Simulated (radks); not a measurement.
Question: The mean radii <r> (bohr) of the occupied orbitals of an atom or ion are listed with their occupations. Method: Dirac Kohn-Sham, PBE, spin-unpolarised, spherical densities, finite nucleus; Fermi nuclear charge, rms radius of each element as measured or else 0.836 A^(1/3) + 0.57 fm; computed with a radial shooting solver on a logarithmic mesh with Libxc functionals.

orbital  occ.      <r>
1s1/2       2  0.01687
2s1/2       2  0.07047
2p1/2       2  0.05798
2p3/2       4  0.06653
3s1/2       2   0.1833
3p1/2       2   0.1736
3p3/2       4   0.1893
3d3/2       4   0.1648
3d5/2       6   0.1696
4s1/2       2   0.4069
4p1/2       2   0.4093
4p3/2       4   0.4433
4d3/2       4   0.4517
4d5/2       6   0.4628
5s1/2       1   0.9226
4f5/2       6   0.4936
4f7/2       8   0.5005
5p1/2       2   0.9949
5p3/2       4    1.090
5d3/2       4    1.462
5d5/2       6    1.520
6s1/2       1    2.548

Name the element and its charge. Open shells, if any, are shared by 2j + 1.

Answer: Z = 79, gold, charge +1: Au+ in [Kr] 4d10 4f14 5s1 5p6 5d10 6s1. The 1s radius gives Z: for a bare nucleus <r> = (2 gamma + 1)/(2Z) with gamma = sqrt(1 - (Z/c)^2), 0.01667 bohr for Z = 79, and screening makes it slightly larger (0.01687 here). The occupations add up to 78, and the charge is Z minus that.
